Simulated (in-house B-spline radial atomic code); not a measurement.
# Ionising Au70+ with different functionals

Computed with an all-electron radial atomic-structure program (B-spline basis): scalar-relativistic (spin-free X2C) Hamiltonian, Fermi nucleus of rms radius 5.4371 fm, spin-polarised at highest spin, spherical fractional occupations for the functionals. The ionisation energy is the difference of two self-consistent energies, [He] 2s2 2p5 → [He] 2s2 2p4, without Breit or QED terms; ε is the level of the shell that loses the electron (its least bound occupied spin orbital). There is no spin-orbit coupling in this Hamiltonian.

Hybrids are left out here: with spherical fractional occupations of an open shell their exact exchange keeps a self-interaction that integer-occupation calculations don't have.

| method | rung | ΔSCF (eV) | -ε(2p) (eV) |
| --- | --- | --- | --- |
| LDA exchange-only | LDA | 18979.0 | 18800.6 |
| BLYP | GGA | 18992.1 | 18813.4 |
| TPSS | meta-GGA | 18993.1 | 18815.3 |
| revTPSS | meta-GGA | 18989.5 | 18811.9 |

Task: How do they compare with the NIST value?

Result: NIST lists 18400 eV ± 60 (tabulated theory, ground level to ground level). Errors run from +579.0 to +593.1 eV. The correlated functionals all miss on the same side by more than they spread, so the cause is common to them (spin-orbit coupling, Breit-QED terms, multiplet and fine-structure energies, or a listed next ion that isn't the cheapest removal here) and closeness doesn't rank the functionals.
